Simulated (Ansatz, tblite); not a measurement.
Spin states of Au₂F₂⁻ (the lowest doublet isomer of a short search), each relaxed with r2SCAN-D4/def2-TZVPD in Ansatz. Electronic energies in the gas phase.

In the def2 sets Au takes a core potential; there is no spin–orbit coupling. The xTB rows come from tblite. LC-ωPBE has ω = 0.4 bohr⁻¹. Correlated methods freeze 2 core orbitals; core or outer-core shells of Au are correlated, in sets that lack core-valence functions. The rows differ in basis, and correlated rows in double-zeta sets carry the largest basis error. In CCSD on the charge -1 doublet the largest single amplitude is 0.43, so its Hartree–Fock determinant may place the open shell otherwise than the density functionals do. The structure comes from a short search, and lower isomers may exist.

Doublet geometry (C2h within 0.1 Å):

| atom | x (Å) | y (Å) | z (Å) |
| --- | --- | --- | --- |
| Au1 | 0.9151 | -0.6230 | 0.5709 |
| Au2 | -0.9153 | 0.6238 | -0.5691 |
| F3 | 1.9019 | -2.1831 | 1.3740 |
| F4 | -1.9017 | 2.1823 | -1.3758 |

Quartet geometry (C2h within 0.1 Å):

```xyz
4

Au   -0.442    0.368   -1.179
Au    0.443   -0.369    1.178
F    -2.200   -0.705   -1.218
F     2.200    0.706    1.219
```

⟨S²⟩: doublet 0.76 at PBE0-D4/def2-TZVPD (pure 0.75), quartet 3.77 at PBE0-D4/def2-TZVPD (pure 3.75).

Only these spin states were relaxed.

```tsv
level	quartet − doublet (kcal/mol)	lowest of these
GFN1-xTB	67.4	doublet
HF/def2-TZVPD	53.9	doublet
r2SCANh-D4/def2-TZVPD	63.6	doublet
PBE0-D4/def2-TZVPD	66.5	doublet
LC-ωPBE/def2-TZVPD	70.4	doublet
ωB97M-V/def2-TZVPD	72.0	doublet
MP2/def2-TZVPD	73.7	doublet
CCSD/def2-SVPD	66.8	doublet
```

The xTB methods have no spin-polarisation term.
